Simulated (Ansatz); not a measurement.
Geometry optimisation, Ansatz, RHF/def2-SVP.

The input (input.yaml):

```yaml
crystal:
  periodic: [false, false, false]
  atoms:
    - { symbol: F, position_ang: [1.8291, -1.9547, -0.8116] }
    - { symbol: Zn, position_ang: [2.4496, -0.6286, 0.5867] }
    - { symbol: Si, position_ang: [0.6526, 0.8104, -0.3191] }
    - { symbol: Ge, position_ang: [1.7524, 2.39951, -1.41636] }
    - { symbol: H, position_ang: [-0.16317, 1.37361, 0.77314] }
    - { symbol: H, position_ang: [-0.21339, 0.03191, -1.24934] }
    - { symbol: H, position_ang: [0.71796, 3.40461, -2.06171] }
    - { symbol: H, position_ang: [2.65333, 3.20924, -0.45308] }
    - { symbol: H, position_ang: [2.63309, 1.81862, -2.61714] }
basis:
  gaussian: { orbitals: def2-SVP }
hamiltonian:
  xc: hf
relax:
  f_tol: 0.015
  max_steps: 40
output:
  orbitals: {}
```

Launched with:

```bash
$ ansatz run input.yaml --threads 2 --pin off --max-ram 3072MiB --backend cpu --events-out ev --progress --plain --runs-dir out
```

Where does it end, and by what steps?

The forces met the threshold. After 18 steps the energy has fallen by 2.309 eV; F1 moved furthest, 1.59 Å.

| step | energy less start (eV) | largest force component (eV/Å) | accepted |
| --- | --- | --- | --- |
| 0 | 0.0000 | 2.301 | yes |
| 1 | -0.9024 | 1.740 | yes |
| 2 | -1.3210 | 1.563 | yes |
| 3 | -1.5643 | 0.870 | yes |
| 4 | -1.7906 | 0.667 | yes |
| 5 | -1.9687 | 0.567 | yes |
| 6 | -2.1078 | 0.745 | yes |
| 7 | -2.2099 | 0.734 | yes |
| 8 | -2.2877 | 0.272 | yes |
| 9 | -2.3027 | 0.030 | yes |
| 10 | -2.2872 | 0.295 | no |
| 11 | -2.3046 | 0.030 | yes |
| 12 | -2.3056 | 0.070 | yes |
| 13 | -2.3067 | 0.029 | yes |
| 14 | -2.3077 | 0.015 | yes |
| 15 | -2.3086 | 0.030 | yes |
| 16 | -2.3089 | 0.033 | yes |
| 17 | -2.3090 | 0.018 | yes |
| 18 | -2.3090 | 0.006 | yes |

```xyz
9
Properties=species:S:1:pos:R:3
F 2.871 -2.569 0.222
Zn 1.866 -1.151 -0.067
Si 0.500 0.805 -0.470
Ge 1.733 2.610 -1.503
H -0.069 1.303 0.810
H -0.639 0.455 -1.360
H 0.834 3.829 -1.756
H 2.899 3.038 -0.598
H 2.317 2.144 -2.847
```

Whether the end is a true minimum wasn't checked by a vibrational analysis.

Run time: 44 s on 2 threads of Arm Neoverse V2, with other jobs on the host, peak memory 0.29 GiB.
